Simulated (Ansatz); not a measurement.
Ansatz (a first-principles code) input (RI-MP2/def2-QZVPPD):
A basis named .json is the Basis Set Exchange file of that set.

Ansatz 0.2 input:
```yaml
crystal:
  periodic: [false, false, false]
  atoms:
    - {symbol: Ta, position_ang: [0.08181399, -0.11521912, 0.10963422]}
    - {symbol: O, position_ang: [1.06644190, 0.21311962, -1.26050969]}
    - {symbol: F, position_ang: [-1.61155074, 0.74511541, 0.23119774]}
basis:
  gaussian:
    orbitals: def2-QZVPPD.json
    fitting: {mean_field: def2-universal-jkfit, correlation: def2-QZVPPD-RIFIT.json}
magnetization: {spin_polarized: true, initial_magnetization: 2}
correlation: {method: mp2, electrons: outside_noble_gas}
```

Output:

```
Functional definition: HF
integrals: 0.19 GiB planned
381 factors; integrals over basis functions are off by at most 1.4e0 eV
575 factors; integrals over basis functions are off by at most 5.4e0 eV
mean field: 0.57 GiB planned
mean field evaluation 1: about -6272.9653 eV, gradient 4.6e1 eV
mean field evaluation 2: about -6265.2939 eV, gradient 6.8e1 eV
mean field evaluation 4: about -6281.7116 eV, gradient 3.5e0 eV
mean field evaluation 8: about -6281.8435 eV, gradient 3.0e-1 eV
mean field evaluation 16: about -6278.2417 eV, gradient 2.4e-2 eV
mean field evaluation 32: about -6271.5715 eV, gradient 1.6e1 eV
mean field evaluation 64: about -6281.6821 eV, gradient 5.0e0 eV
mean field evaluation 96: about -6277.8975 eV, gradient 3.3e0 eV
mean field evaluation 128: about -6281.8500 eV, gradient 1.2e-3 eV
mean field -6281.84995970 eV, -230.8537280283 hartree, gradient 3.0e-6 eV, S^2 2.032739; 10 other end points of the search recorded, 0 dependent functions left out
6 core orbitals not correlated
reference -6281.84995970 eV, -230.8537280283 hartree; 10, 8 occupied and 200, 202 virtual orbitals, 575 factors
second order -18.34288468 eV of doubles, -0.00000000 eV of singles
Total energy: -6300.19284439 eV, -231.5278166072 hartree
```

This is an excited triplet: at this geometry the singlet lies 0.24 eV lower at RI-MP2/CBS(def2-TZVPPD,def2-QZVPPD)+[CCSD(T)-MP2]/def2-TZVPPD.
